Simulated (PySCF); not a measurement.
SMILES FC(CBr)(F)F (C₂H₂BrF₃) (PBE/def2-SVP optimised geometry):

```
8

F      1.311    -1.539    -0.002
C      0.884    -0.250     0.000
F      1.395     0.355    -1.089
F      1.392     0.351     1.092
C     -0.637    -0.250     0.000
Br    -1.395     1.539     0.000
H     -0.995    -0.774     0.904
H     -0.996    -0.775    -0.903
```

Calculation: PBE/def2-TZVP (PySCF 2.14.0).

### Question
What are the frontier orbital energies and the dipole moment?

### Answer
HOMO-2 -9.70 eV, HOMO-1 -7.27 eV, HOMO -7.18 eV, LUMO -1.73 eV, LUMO+1 0.45 eV; dipole moment 1.74 D.

Meta-Löwdin charges at PBE/def2-TZVP: F1 -0.26, C2 0.74, F3 -0.25, F4 -0.25, C5 -0.26, Br6 -0.05, H7 0.16, H8 0.16.
